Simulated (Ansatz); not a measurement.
Reaction (formal exchange of groups at the Se–C bond): `CC(=N)C[SeH]` + `B[CH2][GeH3]` → `B[CH2][GeH2][SeH]` + `CC(C)=N`

Gas-phase electronic energies from Ansatz, PBE0-D4/def2-TZVP geometries. CBS: MP2 limit from def2 TZ/QZ plus the TZ coupled-cluster correction, frozen cores. DFT in def2-TZVPP. B3LYP here is the variant with VWN-RPA as its local correlation; programs differ in this. HSE06 is defined as in plane-wave codes. For Ge, Se outer-core shells are correlated without core-valence functions, which leaves a few kJ/mol of doubt a bond. Scalar relativity is left out up to krypton. One conformer a species, not always the lowest.

`CC(=N)C[SeH]`:

Z-matrix (Å, degrees):
```
C
C 1 1.499
H 1 1.094 2 110.5
H 1 1.093 2 110.3 3 118.3
H 1 1.090 2 111.3 3 -121.0
N 2 1.268 1 125.8 3 122.3
C 2 1.498 1 116.9 3 -57.3
H 6 1.020 2 110.8 1 0.3
Se 7 1.965 2 112.9 1 -69.7
H 7 1.090 2 112.2 1 51.5
H 7 1.088 2 109.3 1 173.1
H 9 1.469 7 95.8 2 88.5
```

`B[CH2][GeH3]`:

Z-matrix (Å, degrees):
```
C
Ge 1 1.994
B 1 1.526 2 102.4
H 1 1.092 2 103.8 3 -121.8
H 1 1.092 2 104.0 3 121.9
H 2 1.537 1 107.1 3 -177.4
H 2 1.536 1 110.6 3 63.4
H 2 1.536 1 110.9 3 -58.2
H 3 1.199 1 120.6 2 88.2
H 3 1.199 1 120.6 2 -86.8
```

`B[CH2][GeH2][SeH]`:

Cartesian coordinates in Å:
```
B -1.229 0.713 1.009
C -0.750 -0.702 0.675
Ge 0.494 -0.436 -0.845
Se 2.097 1.151 -0.151
H -0.641 1.384 1.807
H -2.155 1.195 0.421
H -0.150 -1.205 1.436
H -1.504 -1.378 0.262
H -0.258 0.074 -2.085
H 1.187 -1.772 -1.165
H 2.909 0.973 -1.363
```

`CC(C)=N`:

```xyz
11

C     0.239   -0.194   -1.214
C    -0.084   -0.351    0.244
C    -0.134    0.914    1.042
N    -0.311   -1.455    0.826
H     0.249   -1.155   -1.730
H    -0.493    0.459   -1.700
H     1.216    0.283   -1.339
H    -0.367    0.693    2.082
H    -0.891    1.593    0.637
H     0.823    1.441    0.988
H    -0.245   -2.229    0.164
```

| level | ΔE (kcal/mol) | difference from CCSD(T)/CBS |
| --- | --- | --- |
| LDA (SPW92) | -24.1 | 1.3 |
| PBE-D4 | -25.1 | 0.3 |
| revPBE-D4 | -24.4 | 1.0 |
| BLYP-D4 | -24.6 | 0.8 |
| B97M-V | -24.9 | 0.5 |
| PBE0-D4 | -26.1 | -0.7 |
| B3LYP-D4 | -25.6 | -0.2 |
| r2SCANh-D4 | -26.5 | -1.1 |
| r2SCAN0-D4 | -26.9 | -1.5 |
| BHLYP-D4 | -27.0 | -1.6 |
| CAM-B3LYP-D4 | -25.3 | 0.1 |
| ωB97X-V | -25.4 | 0.0 |
| ωB97M-V | -25.6 | -0.2 |
| PBE-QIDH | -26.3 | -0.9 |
| PBE | -25.3 | 0.1 |
| revPBE | -25.6 | -0.2 |
| BLYP | -25.1 | 0.3 |
| r2SCAN | -26.3 | -0.9 |
| PBE0 | -26.2 | -0.8 |
| B3LYP | -25.9 | -0.5 |
| r2SCANh | -26.6 | -1.2 |
| r2SCAN0 | -26.9 | -1.5 |
| HSE06 | -26.3 | -0.9 |
| BHLYP | -26.8 | -1.4 |
| CAM-B3LYP | -25.4 | 0.0 |
| LC-ωPBE | -25.7 | -0.3 |
| RPA@PBE/def2-TZVPP | -23.3 | 2.1 |
| HF/def2-SVP | -27.5 | -2.1 |
| MP2/def2-SVP | -25.5 | -0.1 |
| CCSD/def2-SVP | -25.4 | 0.0 |
| CCSD(T)/def2-SVP | -24.9 | 0.5 |
| MP2/def2-TZVPP | -25.3 | 0.1 |
| SCS-MP2/def2-TZVPP | -24.9 | 0.5 |
| CCSD/def2-TZVPP | -25.2 | 0.2 |
| CCSD(T)/def2-TZVPP | -24.8 | 0.6 |
| HF/def2-QZVPP | -27.7 | -2.3 |
| SCS-MP2/def2-QZVPP | -25.2 | 0.2 |
| HF/CBS(def2) | -27.7 | -2.3 |
| MP2/CBS(def2) | -26.0 | -0.6 |
| CCSD/CBS(def2) | -25.9 | -0.5 |
| CCSD(T)/CBS | -25.4 | 0 |

(1) What do rigid-rotor, harmonic-oscillator terms from PBE0-D4/def2-TZVP frequencies (298.15 K, 1 bar) make of the CCSD(T)/CBS value? (An estimate is asked.)

Largest T1 diagnostic among the species: 0.011.

## Answers

(1) Computed: ΔZPE = +1.5 kcal/mol, ΔH = -23.8 kcal/mol, ΔS = -2 J/(mol·K), ΔG = -23.7 kcal/mol. Modes under 50 cm⁻¹ make the entropy rough.

From BLYP to BHLYP (50 % exact exchange), in def2-TZVPP and without D4, ΔE moves by −1.6 kcal/mol. Leaving LDA and LC-ωPBE aside and taking each functional with its dispersion term where it has one, the values spread over 2.6 kcal/mol, from BHLYP-D4 to revPBE-D4. LDA lies +1.2 kcal/mol from PBE without D4. In def2-TZVPP, CCSD(T) changes the Hartree–Fock value by +3.1 kcal/mol (the triples alone add +0.5 kcal/mol) and MP2 by +2.5 kcal/mol.
